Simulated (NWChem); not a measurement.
Molecule: SiH4S; SMILES [SiH3]S

All runs: NWChem. All runs use the structure optimised with PBE0/def2-SVP. Ions are spin-unrestricted doublets at the neutral geometry; other ion states weren't tried.

For level CAM-B3LYP/def2-SVP:

```
Property                               Result
-------------------------------------  ------
vertical ionisation energy, ΔSCF (eV)    9.88
−ε(HOMO) (eV)                            8.64
```

Problem. What are these values for level PBE/def2-SVP?

Solution. 
- vertical ionisation energy, ΔSCF (eV): 9.67
- −ε(HOMO) (eV): 6.10
